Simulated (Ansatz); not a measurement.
def2 core potentials replace the inner electrons of Bi.

Species: C₅H₁₁BiO₂, SMILES `[OH][Bi]([OH])[CH]1CCCC1` (charge 0, multiplicity 1).

Task: Give a relaxed geometry from Ansatz (an electronic-structure program) with PBE0-D3(BJ)/def2-SVP.

Result: Several could match; the one computed here: the end point of this relaxation, one of several conformers (outside a Z-matrix the atoms follow the SMILES, hydrogens last).
Bonded distances (Å): O1–Bi2 2.099, O1–H9 0.965, Bi2–O3 2.099, Bi2–C4 2.276, O3–H10 0.965, C4–C5 1.526, C4–C8 1.525, C4–H11 1.107, C5–C6 1.540, C5–H12 1.100, C5–H13 1.106, C6–C7 1.548, C6–H14 1.100, C6–H15 1.101, C7–C8 1.540, C7–H16 1.101, C7–H17 1.100, C8–H18 1.106, C8–H19 1.100. Bond angles (°): Bi2–O1–H9 110.6, O1–Bi2–O3 100.8, O1–Bi2–C4 92.9, O3–Bi2–C4 92.9, Bi2–O3–H10 110.7, Bi2–C4–C5 114.4, Bi2–C4–C8 114.4, Bi2–C4–H11 105.2, C5–C4–C8 103.0, C5–C4–H11 109.9, C8–C4–H11 109.9, C4–C5–C6 104.0, C4–C5–H12 113.2, C4–C5–H13 109.8, C6–C5–H12 113.6, C6–C5–H13 109.6, H12–C5–H13 106.7, C5–C6–C7 105.8, C5–C6–H14 111.8, C5–C6–H15 109.9, C7–C6–H14 112.5, C7–C6–H15 110.3, H14–C6–H15 106.4, C6–C7–C8 105.8, C6–C7–H16 110.3, C6–C7–H17 112.5, C8–C7–H16 109.9, C8–C7–H17 111.8, H16–C7–H17 106.5, C4–C8–C7 104.0, C4–C8–H18 109.8, C4–C8–H19 113.2, C7–C8–H18 109.6, C7–C8–H19 113.6, H18–C8–H19 106.7.
